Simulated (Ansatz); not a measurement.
System: BiCl$_{2}$ (charge +1, singlet). It need not be the lowest isomer of its formula. 
Coordinates optimised at B3LYP-D3(BJ)/def2-TZVP (Ansatz, a quantum-chemistry and plane-wave program):
SMILES: [Cl][Bi+][Cl]
```xyz
3

Bi     0.2823    -0.0116     0.3426
Cl     0.6910     0.3253    -1.9636
Cl    -2.0693    -0.2689     0.2909
```
Charge +1, spin multiplicity 1.

Basis-set convergence of Hartree-Fock and CCSD(T) correlation energies (hartree) with Ansatz. Valence correlation only, unless marked. No spin-orbit coupling. Frozen are the shells of the preceding noble gas and the d and f shells that filled before the atom's block. Past Kr the def2 sets carry scalar-relativistic core potentials.

```
basis       functions        E(HF)  E(corr, CCSD(T))
----------  ---------  -----------  ----------------
def2-SVP           62  -1132.04255          -0.37479
def2-TZVPP        134  -1132.37675          -0.52114
def2-QZVPP        222  -1132.40583          -0.56734
```

Extrapolating the two largest sets (X = 3 and 4) as X^-3: E(corr) = (64·(-0.56734) - 27·(-0.52114))/37 = -0.6011 Eh, an estimate of the basis-set limit. The largest set recovers 94.4 % of it, the smallest 62.4 %.
